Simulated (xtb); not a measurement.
C2H6ClGe (SMILES [CH3][Ge]([CH3])[Cl]), doublet, at a GFN2-xTB geometry, atoms displaced at random by about 0.05 Å a coordinate; GFN1-xTB run with xtb.

Here is a job for xtb.
```
$ xtb mol.xyz --gfn 1 --uhf 1 --opt crude --json

# file mol.xyz
10

C     -1.49349298    -1.33800014    -0.24507409
Ge     0.03042846    -0.21927707     0.53977939
C      1.87781904    -0.94720416    -0.22991399
Cl    -0.19902871     1.70001293    -0.64752584
H     -2.41668794    -0.93277152     0.00967816
H     -1.42872767    -2.39779977     0.16039147
H     -1.32405229    -1.40247129    -1.32247407
H      1.59851580    -1.01608079    -1.24337678
H      2.64991976    -0.28962334    -0.03195694
H      1.99027221    -1.84344806     0.23887375
```

Output, abridged:

```
   ID    Z sym.   atoms
    1    6 C      1, 3
    2   32 Ge     2
    3   17 Cl     4
    4    1 H      5-10

           -------------------------------------------------
          |                Calculation Setup                |
           -------------------------------------------------

           -------------------------------------------------
          |                 G F N 1 - x T B                 |
           -------------------------------------------------

          ...................................................
          :                      SETUP                      :
          :.................................................:
          :  # basis functions                  40          :
          :  # atomic orbitals                  38          :
          :  # shells                           22          :
          :  # electrons                        25          :
          :  # halogen bonds                     0          :
          :  max. iterations                   250          :
          :  Hamiltonian                  GFN1-xTB          :
          :  restarted?                      false          :
          :  GBSA solvation                  false          :
          :  PC potential                    false          :
          :  electronic temp.          300.0000000     K    :
          :  accuracy                    1.0000000          :
          :  -> integral cutoff          0.2500000E+02      :
          :  -> integral neglect         0.1000000E-07      :
          :  -> SCF convergence          0.1000000E-05 Eh   :
          :  -> wf. convergence          0.2000000E-04 e    :
          :  Broyden damping             0.4000000          :
          :  net charge                          0          :
          :  unpaired electrons                  1          :
          ...................................................

 iter      E             dE          RMSdq      gap      omega  full diag
   1    -13.4931045 -0.134931E+02  0.673E+00    4.69       0.0  T
   2    -13.4953281 -0.222360E-02  0.408E+00    4.74       1.0  T
   3    -13.4953481 -0.200733E-04  0.319E-01    4.76       1.0  T
   4    -13.4944635  0.884649E-03  0.225E-01    4.73       1.0  T
   5    -13.4957439 -0.128035E-02  0.384E-02    4.74       1.0  T
   6    -13.4957690 -0.251794E-04  0.129E-02    4.74       2.5  T
   7    -13.4957693 -0.244181E-06  0.314E-03    4.74      10.1  T
   8    -13.4957693 -0.409237E-07  0.159E-03    4.74      19.9  T
   9    -13.4957693 -0.134857E-07  0.110E-04    4.74     286.6  T
  10    -13.4957693 -0.323173E-10  0.472E-05    4.74     669.4  T

   *** convergence criteria satisfied after 10 iterations ***

         :::::::::::::::::::::::::::::::::::::::::::::::::::::
         ::                     SUMMARY                     ::
         :::::::::::::::::::::::::::::::::::::::::::::::::::::
         :: total energy             -13.361910381561 Eh    ::
         :: gradient norm              0.122363987550 Eh/a0 ::
         :: HOMO-LUMO gap              4.740554239495 eV    ::
         ::.................................................::
         :: SCC energy               -13.495769332573 Eh    ::
         :: -> electrostatic           0.006590255190 Eh    ::
         :: repulsion energy           0.137264178998 Eh    ::
         :: dispersion energy         -0.003405227985 Eh    ::
         :: halogen bond corr.         0.000000000000 Eh    ::
         :: add. restraining           0.000000000000 Eh    ::
         :: total charge               0.000000000000 e     ::
         :::::::::::::::::::::::::::::::::::::::::::::::::::::

      -----------------------------------------------------------
     |                   =====================                   |
     |                        A N C O P T                        |
     |                   =====================                   |
     |               Approximate Normal Coordinate               |
     |                Rational Function Optimizer                |
      -----------------------------------------------------------
      -----------------------------------------------------------
     |                   =====================                   |
     |                        A N C O P T                        |
     |                   =====================                   |
     |               Approximate Normal Coordinate               |
     |                Rational Function Optimizer                |
      -----------------------------------------------------------

          ...................................................
          :                      SETUP                      :
          :.................................................:
          :   optimization level             crude          :
          :   max. optcycles                   200          :
          :   ANC micro-cycles                  20          :
          :   degrees of freedom                24          :
          :.................................................:
          :   RF solver                   davidson          :
          :   write xtbopt.log                true          :
          :   linear?                        false          :
          :   energy convergence         0.5000000E-03 Eh   :
          :   grad. convergence          0.1000000E-01 Eh/α :
          :   maxmium RF displ.          1.0000000          :
          :   Hlow (freq-cutoff)         0.1000000E-01      :
          :   Hmax (freq-cutoff)         5.0000000          :
          :   S6 in model hess.         20.0000000          :
          ...................................................

generating ANC from exact Hessian ...
Using Lindh-Hessian (1995)
 Shifting diagonal of input Hessian by    8.7338320732009787E-003
 Lowest  eigenvalues of input Hessian
    0.000000    0.000000    0.000000    0.000000    0.000000    0.000000
[...]
 * total energy  :   -13.3619104 Eh     change       -0.1467448E-10 Eh
 * total energy  :   -13.3760096 Eh     change       -0.1409919E-01 Eh
 * total energy  :   -13.3773570 Eh     change       -0.1347383E-02 Eh
 * total energy  :   -13.3778332 Eh     change       -0.4762276E-03 Eh
 * total energy  :   -13.3780537 Eh     change       -0.2205378E-03 Eh
   *** GEOMETRY OPTIMIZATION CONVERGED AFTER 5 ITERATIONS ***
[...]
          :  Broyden damping             0.4000000          :
          :  net charge                          0          :
          :  unpaired electrons                  1          :
          ...................................................

 iter      E             dE          RMSdq      gap      omega  full diag
   1    -13.4914736 -0.134915E+02  0.297E-07    5.18       0.0  T
   2    -13.4914736  0.124345E-13  0.157E-07    5.18  100000.0  T
   3    -13.4914736 -0.888178E-14  0.349E-08    5.18  100000.0  T

   *** convergence criteria satisfied after 3 iterations ***

         :::::::::::::::::::::::::::::::::::::::::::::::::::::
         ::                     SUMMARY                     ::
         :::::::::::::::::::::::::::::::::::::::::::::::::::::
         :: total energy             -13.378053721555 Eh    ::
         :: gradient norm              0.007973183458 Eh/a0 ::
         :: HOMO-LUMO gap              5.184437175105 eV    ::
         ::.................................................::
         :: SCC energy               -13.491473596010 Eh    ::
         :: -> electrostatic           0.006486490955 Eh    ::
         :: repulsion energy           0.116857998828 Eh    ::
         :: dispersion energy         -0.003438124373 Eh    ::
         :: halogen bond corr.         0.000000000000 Eh    ::
         :: add. restraining           0.000000000000 Eh    ::
         :: total charge              -0.000000000000 e     ::
         :::::::::::::::::::::::::::::::::::::::::::::::::::::

           -------------------------------------------------
          |                Property Printout                |
           -------------------------------------------------

    * Orbital Energies and Occupations

         #    Occupation            Energy/Eh            Energy/eV
      -------------------------------------------------------------
         1        2.0000           -0.8890160             -24.1914
         2        2.0000           -0.6287401             -17.1089
         3        2.0000           -0.6181039             -16.8195
         4        2.0000           -0.5718846             -15.5618
         5        2.0000           -0.5213563             -14.1868
         6        2.0000           -0.5207273             -14.1697
         7        2.0000           -0.5156586             -14.0318
         8        2.0000           -0.5122539             -13.9391
         9        2.0000           -0.4746787             -12.9167
        10        2.0000           -0.4732465             -12.8777
        11        2.0000           -0.4642629             -12.6332
        12        2.0000           -0.4331237             -11.7859
        13        1.0000           -0.3533542              -9.6153 (HOMO)
        14                         -0.1628297              -4.4308 (LUMO)
        15                         -0.1416196              -3.8537
        16                         -0.1407998              -3.8314
        17                         -0.1355107              -3.6874
        18                         -0.1261026              -3.4314
        19                         -0.1142143              -3.1079
        20                         -0.1025865              -2.7915
        21                         -0.0875423              -2.3821
        22                         -0.0441871              -1.2024
        23                         -0.0249863              -0.6799
        24                         -0.0249412              -0.6787
       ...                                ...                  ...
        38                          0.4789764              13.0336
      -------------------------------------------------------------
                  HL-Gap            0.1905246 Eh            5.1844 eV
             Fermi-level           -0.3256655 Eh           -8.8618 eV

  Mulliken/CM5 charges         n(s)   n(p)   n(d)
     1C    -0.16654 -0.30054   1.054  3.112  0.000
     2Ge    0.26736  0.20959   1.539  1.791  0.402
     3C    -0.16729 -0.30249   1.053  3.114  0.000
     4Cl   -0.18451 -0.17405   1.939  5.250 -0.004
     5H     0.04099  0.09363   0.959  0.000  0.000
     6H     0.03663  0.08866   0.963  0.000  0.000
     7H     0.04754  0.10055   0.952  0.000  0.000
     8H     0.04748  0.10076   0.953  0.000  0.000
     9H     0.04147  0.09413   0.959  0.000  0.000
    10H     0.03688  0.08975   0.963  0.000  0.000

Wiberg/Mayer (AO) data.
largest (>0.10) Wiberg bond orders for each atom

 ---------------------------------------------------------------------------
     #   Z sym  total        # sym  WBO       # sym  WBO       # sym  WBO
 ---------------------------------------------------------------------------
     1   6 C    3.966 --     2 Ge   0.972     6 H    0.970     5 H    0.967
                             7 H    0.956
     2  32 Ge   3.351 --     4 Cl   1.240     1 C    0.972     3 C    0.970
     3   6 C    3.966 --    10 H    0.971     2 Ge   0.970     9 H    0.968
                             8 H    0.956
     4  17 Cl   1.334 --     2 Ge   1.240
     5   1 H    1.005 --     1 C    0.967
     6   1 H    1.005 --     1 C    0.970
     7   1 H    1.002 --     1 C    0.956
     8   1 H    1.002 --     3 C    0.956
     9   1 H    1.005 --     3 C    0.968
    10   1 H    1.005 --     3 C    0.971
 ---------------------------------------------------------------------------

Topologies differ in total number of bonds
Writing topology from bond orders to xtbtopo.mol

 dipole moment from electron density (au)
     X       Y       Z
   0.1320  -1.1209   0.3890  total (Debye):    3.034

optimized geometry written to: xtbopt.xyz

           -------------------------------------------------
          | TOTAL ENERGY              -13.378053721555 Eh   |
          | GRADIENT NORM               0.007973183458 Eh/α |
          | HOMO-LUMO GAP               5.184437175105 eV   |
           -------------------------------------------------

normal termination of xtb
```
